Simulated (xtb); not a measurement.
C₈H₉ (SMILES [CH2]c1ccc(C)cc1), doublet, at a GFN2-xTB geometry; GFN2-xTB (xtb).

The xtb input:
```
$ xtb mol.xyz --gfn 2 --uhf 1 --etemp 10000 --json

# file mol.xyz
17

C     -2.86940762     0.04230958     0.04061680
C     -1.49251200     0.02059238     0.02077269
C     -0.76964542    -1.10670664    -0.46122192
C      0.60065833    -1.11868845    -0.47556411
C      1.34045314    -0.02581735    -0.01768787
C      2.83523812    -0.03240613    -0.04110719
C      0.64717806     1.09259535     0.45923992
C     -0.72087053     1.12517956     0.48211883
H     -3.44548796    -0.79521068    -0.30925238
H     -3.40864576     0.89741059     0.40629066
H     -1.32637261    -1.96090267    -0.81821381
H      1.12443398    -1.98904985    -0.84687777
H      3.21858061    -1.01579588    -0.30197407
H      3.23522463     0.25477780     0.93086154
H      3.20460889     0.68682114    -0.77355242
H      1.21174650     1.94351087     0.81542914
H     -1.24064055     1.99608895     0.85428617
```

Task: Write the output that xtb gives for this input, abridged.

Result: 
```
   ID    Z sym.   atoms
    1    6 C      1-8
    2    1 H      9-17

           -------------------------------------------------
          |                Calculation Setup                |
           -------------------------------------------------

           -------------------------------------------------
          |                 G F N 2 - x T B                 |
           -------------------------------------------------

          ...................................................
          :                      SETUP                      :
          :.................................................:
          :  # basis functions                  41          :
          :  # atomic orbitals                  41          :
          :  # shells                           25          :
          :  # electrons                        41          :
          :  max. iterations                   250          :
          :  Hamiltonian                  GFN2-xTB          :
          :  restarted?                      false          :
          :  GBSA solvation                  false          :
          :  PC potential                    false          :
          :  electronic temp.        10000.0000000     K    :
          :  accuracy                    1.0000000          :
          :  -> integral cutoff          0.2500000E+02      :
          :  -> integral neglect         0.1000000E-07      :
          :  -> SCF convergence          0.1000000E-05 Eh   :
          :  -> wf. convergence          0.1000000E-03 e    :
          :  Broyden damping             0.4000000          :
          :  net charge                          0          :
          :  unpaired electrons                  1          :
          ...................................................

 iter      E             dE          RMSdq      gap      omega  full diag
   1    -22.0799699 -0.220800E+02  0.372E+00    2.81       0.0  T
   2    -22.0958679 -0.158981E-01  0.225E+00    2.58       1.0  T
   3    -22.0629620  0.329059E-01  0.138E+00    3.09       1.0  T
   4    -22.0992208 -0.362588E-01  0.418E-01    2.56       1.0  T
   5    -22.1017346 -0.251385E-02  0.120E-01    2.75       1.0  T
   6    -22.1019877 -0.253038E-03  0.393E-02    2.69       1.0  T
   7    -22.1019857  0.192073E-05  0.207E-02    2.69       1.2  T
   8    -22.1019905 -0.480729E-05  0.546E-03    2.69       4.4  T
   9    -22.1019909 -0.374896E-06  0.123E-03    2.69      19.8  T
[...]
         :: total energy             -21.693500920488 Eh    ::
[...]
 Mol. C8AA /au·bohr⁸  :      76617.861095
 Mol. α(0) /au        :         90.543152

Wiberg/Mayer (AO) data.
largest (>0.10) Wiberg bond orders for each atom

 ---------------------------------------------------------------------------
     #   Z sym  total        # sym  WBO       # sym  WBO       # sym  WBO
 ---------------------------------------------------------------------------
     1   6 C    3.428 --     2 C    1.405    10 H    0.966     9 H    0.966
     2   6 C    3.855 --     1 C    1.405     3 C    1.196     8 C    1.193
     3   6 C    3.675 --     4 C    1.422     2 C    1.196    11 H    0.954
     4   6 C    3.778 --     3 C    1.422     5 C    1.308    12 H    0.953
     5   6 C    3.717 --     4 C    1.308     7 C    1.296     6 C    1.022
     6   6 C    3.951 --     5 C    1.022    13 H    0.975    14 H    0.963
                            15 H    0.957
     7   6 C    3.773 --     8 C    1.430     5 C    1.296    16 H    0.954
     8   6 C    3.680 --     7 C    1.430     2 C    1.193    17 H    0.954
     9   1 H    0.982 --     1 C    0.966
    10   1 H    0.982 --     1 C    0.966
    11   1 H    0.979 --     3 C    0.954
    12   1 H    0.980 --     4 C    0.953
    13   1 H    0.987 --     6 C    0.975
    14   1 H    0.979 --     6 C    0.963
    15   1 H    0.975 --     6 C    0.957
    16   1 H    0.980 --     7 C    0.954
    17   1 H    0.979 --     8 C    0.954
 ---------------------------------------------------------------------------

Topologies differ in total number of bonds
Writing topology from bond orders to xtbtopo.mol

molecular dipole:
                 x           y           z       tot (Debye)
 q only:        0.474       0.008      -0.007
   full:        0.511       0.016      -0.009       1.300
molecular quadrupole (traceless):
                xx          xy          yy          xz          yz          zz
 q only:        1.823       0.106      -0.123      -0.039       0.813      -1.700
  q+dip:        3.439       0.232       1.511      -0.067       3.328      -4.950
   full:        2.284       0.203       0.664      -0.051       1.860      -2.947

           -------------------------------------------------
          | TOTAL ENERGY              -21.693500920488 Eh   |
          | GRADIENT NORM               0.028380477988 Eh/α |
          | HOMO-LUMO GAP               2.694950962800 eV   |
           -------------------------------------------------

normal termination of xtb
```
